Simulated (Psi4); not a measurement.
C3H5, doublet, at a GFN2-xTB geometry; Psi4 1.11 with CAM-B3LYP/cc-pVDZ.

The Psi4 input:
```
memory 2 GB

molecule mol {
0 2
  C    -0.010119    0.884815   -0.037771
  C     0.763151   -0.350676    0.056893
  C    -0.755227   -0.368292    0.051022
  H    -0.016347    1.664921   -0.767964
  H     1.314627   -0.706453   -0.807718
  H     1.252008   -0.593943    0.991133
  H    -1.245517   -0.622918    0.981477
  H    -1.291599   -0.736689   -0.817794
}

set basis cc-pvdz
set reference uks

energy('cam-b3lyp')
print_variables()
```

Task: Predict the main parts of the log of this Psi4 run.

Result: 
```
   => Loading Basis Set <=

    Name: CC-PVDZ
    Role: ORBITAL
    Keyword: BASIS

         ---------------------------------------------------------
                                   SCF
               by Justin Turney, Rob Parrish, Andy Simmonett
                          and Daniel G. A. Smith
                              UKS Reference
         ---------------------------------------------------------

  ==> Geometry <==

    Molecular point group: c1
    Full point group: C1

    Geometry (in Angstrom), charge = 0, multiplicity = 2:

       Center              X                  Y                   Z               Mass
    ------------   -----------------  -----------------  -----------------  -----------------
         C           -0.009800646998     0.860757580467    -0.047945893065    12.000000000000
         C            0.763469353002    -0.374733419533     0.046718106935    12.000000000000
         C           -0.754908646998    -0.392349419533     0.040847106935    12.000000000000
         H           -0.016028646998     1.640863580467    -0.778138893065     1.007825032230
         H            1.314945353002    -0.730510419533    -0.817892893065     1.007825032230
         H            1.252326353002    -0.618000419533     0.980958106935     1.007825032230
         H           -1.245198646998    -0.646975419533     0.971302106935     1.007825032230
         H           -1.291280646998    -0.760746419533    -0.827968893065     1.007825032230

  Running in c1 symmetry.

  Rotational constants: A =      0.80147  B =      0.70199  C =      0.44570 [cm^-1]
  Rotational constants: A =  24027.45406  B =  21045.21900  C =  13361.61147 [MHz]
  Nuclear repulsion =   69.547647226981141

  Charge       = 0
  Multiplicity = 2
  Electrons    = 23
  Nalpha       = 12
  Nbeta        = 11

  ==> Algorithm <==

  SCF Algorithm Type is DF.
  DIIS enabled.
  MOM disabled.
  Fractional occupation disabled.
  Guess Type is SAD.
  Energy threshold   = 1.00e-06
  Density threshold  = 1.00e-06
  Integral threshold = 1.00e-12

  ==> Primary Basis <==

  Basis Set: CC-PVDZ
    Blend: CC-PVDZ
    Number of shells: 33
    Number of basis functions: 67
    Number of Cartesian functions: 70
    Spherical Harmonics?: true
    Max angular momentum: 2

  ==> DFT Potential <==

   => LibXC <=

    Version 7.1.2
    S. Lehtola, C. Steigemann, M. J. T. Oliveira, and M. A. L. Marques,  SoftwareX 7, 1–5 (2018) (10.1016/j.softx.2017.11.002)

   => Composite Functional: CAM-B3LYP <=

    CAM-B3LYP Hyb-GGA Exchange-Correlation Functional

    T. Yanai, D. P. Tew, and N. C. Handy,  Chem. Phys. Lett. 393, 51 (2004) (10.1016/j.cplett.2004.06.011)

    Deriv               =              1
    GGA                 =           TRUE
    Meta                =          FALSE

    Exchange Hybrid     =           TRUE
    MP2 Hybrid          =          FALSE

   => Exchange Functionals <=

    0.3500         Becke 88 [omega = 0.3300]
    0.4600   Short-range recipe for B88 functional - erf [omega = 0.3300]

   => Exact (HF) Exchange <=

    0.4600            HF,LR [omega = 0.3300]
    0.1900               HF

   => Correlation Functionals <=

    0.1900   Vosko, Wilk & Nusair (VWN5)
    0.8100   Lee, Yang & Parr

   => LibXC Density Thresholds  <==

    XC_HYB_GGA_XC_CAM_B3LYP:  1.00E-14

   => Molecular Quadrature <=

    Radial Scheme          =       TREUTLER
    Pruning Scheme         =           NONE
    Nuclear Scheme         =       TREUTLER

    Blocking Scheme        =         OCTREE
    BS radius alpha        =              1
    Pruning alpha          =              1
    Radial Points          =             75
    Spherical Points       =            302
    Total Points           =         172313
    Total Blocks           =           1340
    Max Points             =            256
    Max Functions          =             67
    Weights Tolerance      =       1.00E-15

   => Loading Basis Set <=

    Name: (CC-PVDZ AUX)
    Role: JKFIT
[...]

  Minimum eigenvalue in the overlap matrix is 5.3954073998E-03.
  Reciprocal condition number of the overlap matrix is 9.5974560095E-04.
    Using symmetric orthogonalization.

  ==> Pre-Iterations <==

  SCF Guess: Superposition of Atomic Densities via on-the-fly atomic UHF (no occupation information).

   -------------------------
    Irrep   Nso     Nmo
   -------------------------
     A         67      67
   -------------------------
    Total      67      67
   -------------------------

  ==> Iterations <==

                           Total Energy        Delta E     RMS |[F,P]|

   @DF-UKS iter SAD:  -116.77104351519667   -1.16771e+02   0.00000e+00
   @DF-UKS iter   1:  -116.97351513767006   -2.02472e-01   8.02839e-03 DIIS/ADIIS
   @DF-UKS iter   2:  -117.01620722458577   -4.26921e-02   7.22100e-03 DIIS/ADIIS
   @DF-UKS iter   3:  -117.14011856999826   -1.23911e-01   3.11417e-04 DIIS/ADIIS
   @DF-UKS iter   4:  -117.14047660758857   -3.58038e-04   1.30726e-04 DIIS/ADIIS
   @DF-UKS iter   5:  -117.14053386458831   -5.72570e-05   6.49373e-05 DIIS
   @DF-UKS iter   6:  -117.14054796381662   -1.40992e-05   1.41247e-05 DIIS
   @DF-UKS iter   7:  -117.14054979650410   -1.83269e-06   3.56160e-06 DIIS
   @DF-UKS iter   8:  -117.14054991106406   -1.14560e-07   9.79482e-07 DIIS
  Energy and wave function converged.

  ==> Post-Iterations <==

   Electrons on quadrature grid:
      Nalpha   =   12.0000054171 ; deviation = 5.417e-06
      Nbeta    =   11.0000047683 ; deviation = 4.768e-06
      Ntotal   =   23.0000101854 ; deviation = 1.019e-05

   @Spin Contamination Metric:   3.256891794E-03
   @S^2 Expected:                7.500000000E-01
   @S^2 Observed:                7.532568918E-01
   @S   Expected:                5.000000000E-01
   @S   Observed:                5.000000000E-01

    Orbital Energies [Eh]
    ---------------------

    Alpha Occupied:

[...]
    Alpha Virtual:

[...]
      67A      2.862677

    Beta Occupied:

[...]
    Beta Virtual:

[...]
    Final Occupation by Irrep:
              A
    DOCC [    11 ]
    SOCC [     1 ]
    NA   [    12 ]
    NB   [    11 ]

  @DF-UKS Final Energy:  -117.14054991106406

   => Energetics <=

    Nuclear Repulsion Energy =             69.5476472269811410
    One-Electron Energy =                -293.6358932308233989
    Two-Electron Energy =                 119.9280840755294406
    DFT Exchange-Correlation Energy =     -12.9803879827512549
    Empirical Dispersion Energy =           0.0000000000000000
    VV10 Nonlocal Energy =                  0.0000000000000000
    Total Energy =                       -117.1405499110640562

  UHF NO Occupations:
  HONO-2 :   10  A 1.9995969
  HONO-1 :   11  A 1.9992073
  HONO-0 :   12  A 1.0000000
  LUNO+0 :   13  A 0.0007927
  LUNO+1 :   14  A 0.0004031
  LUNO+2 :   15  A 0.0002166
  LUNO+3 :   16  A 0.0001476

Computation Completed

Properties will be evaluated at   0.000000,   0.000000,   0.000000 [a0]

Properties computed using the SCF density matrix

 Multipole Moments:

 ------------------------------------------------------------------------------------
     Multipole            Electronic (a.u.)      Nuclear  (a.u.)        Total (a.u.)
 ------------------------------------------------------------------------------------

 L = 1.  Multiply by 2.5417464519 to convert [e a0] to [Debye]
 Dipole X            :         -0.0114780            0.0138406            0.0023626
 Dipole Y            :          0.8974818           -1.0456245           -0.1481427
 Dipole Z            :          0.2757078           -0.4422423           -0.1665345
 Magnitude           :                                                    0.2229027

 ------------------------------------------------------------------------------------

  Variable Map:
  ----------------------------------------------------------------------------
[...]
  Array Variable Map:
  ----------------------------------------------------------------------------
[...]
[...]
```
